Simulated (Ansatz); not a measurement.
Total energies of GaH5SeSi (`[SiH3][Se][GaH2]`).

```xyz
8

Si    0.702    0.931   -0.910
Se    0.946   -1.257   -0.309
Ga   -0.854   -1.287    1.162
H    -0.622    1.166   -1.537
H     1.775    1.231   -1.890
H     0.845    1.824    0.267
H    -1.127   -2.645    1.879
H    -1.666    0.037    1.338
```

The species carries charge 0 and has multiplicity 1. Correlated methods include outer-core shells of Ga, Se, which these sets cover unevenly. Scalar relativity is left out up to krypton. All single points use the PBE0-D4/def2-TZVP geometry. Basis def2-TZVPP, Ansatz 0.2.0.

RPA on PBE orbitals: Hartree–Fock energy of these orbitals -4614.93187 Eh, correlation -1.04788 Eh (frozen core).

| functional | energy without D4 (Eh) | D4 term (kJ/mol) |
| --- | --- | --- |
| LDA (SPW92) | -4611.30042 | – |
| revPBE | -4618.55635 | -48.3 |
| BLYP | -4619.04748 | -42.5 |
| r2SCAN | -4618.90942 | -4.4 |
| B97M-V | -4618.08050 | – |
| PBE0 | -4618.29534 | -17.2 |
| B3LYP | -4619.07170 | -33.1 |
| r2SCAN0 | -4618.87376 | -5.5 |
| BHLYP | -4618.91944 | -31.2 |
| CAM-B3LYP | -4619.20218 | -18.0 |
| ωB97X-V | -4618.51582 | – |
| ωB97M-V | -4618.68227 | – |
| B2PLYP | -4618.08813 | – |
| PBE-QIDH | -4617.55825 | – |

Q: Give the same for PBE, r2SCANh, HSE06 (plane-wave form), LC-ωPBE. (An estimate is asked.)

A: Ansatz gave: 
```csv
functional,energy without D4 (Eh),D4 term (kJ/mol)
PBE,-4618.14285,-20.1
r2SCANh,-4618.89451,-4.9
HSE06 (plane-wave form),-4618.29064,-16.4
LC-ωPBE,-4618.29047,–
```

B3LYP takes the VWN-RPA correlation (the form of Gaussian; ORCA's B3LYP/G). HSE06 is the plane-wave form, built on full-range PBE exchange. The double hybrids freeze the cores in their second-order part.

LC-ωPBE has ω = 0.4 bohr⁻¹.
